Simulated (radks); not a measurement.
Question: Sn3+, 47 electrons, occupied as [Kr] 4d10 5s1 (the NIST ground configuration). Calculated with a radial shooting solver on a logarithmic mesh with Libxc functionals: non-relativistic Kohn-Sham, TPSS, spin-polarised, spherical densities, point nucleus; open shells are filled with parallel spins first (spin-orbit coupling, left out, can overturn this in heavy ions); meta-GGA in the generalised Kohn-Sham scheme; relativity is left out, which matters for an element this heavy. Some entries of the table are withheld. Estimate them.

orbital  occ.  eigenvalue (eV)  <1/r> (bohr^-1)  <r^2> (bohr^2)
1s up       1        -28029.18            49.49        0.001237
1s down     1        -28029.14            49.49        0.001237
2s up       1        -4160.613            11.31         0.02027
2s down     1        -4160.595            11.31         0.02027
2p up       3        -3891.615            11.31         0.01528
2p down     3        -3891.593            11.31         0.01528
3s up       1        -825.6433            4.081          0.1416
3s down     1        -825.6108            4.081          0.1416
3p up       3        -714.5764            3.999          0.1366
3p down     3        -714.5421            3.999          0.1366
3d up       5        -509.5731            3.855          0.1174
3d down     5        -509.5430            3.855          0.1174
4s up       1        -154.1317            1.615             (1)
4s down     1        -154.0350            1.615             (2)
4p up       3        -117.2341            1.506          0.9225
4p down     3        -117.1094            1.507          0.9192
4d up       5         -56.2601              (3)           1.364
4d down     5         -55.9659              (4)           1.344
5s up       1         -34.8584           0.5867           5.372
5s down     0         -33.5503           0.5848           5.405

Answer: 
(1) 4s up <r^2> (bohr^2): 0.8158
(2) 4s down <r^2> (bohr^2): 0.8145
(3) 4d up <1/r> (bohr^-1): 1.234
(4) 4d down <1/r> (bohr^-1): 1.241
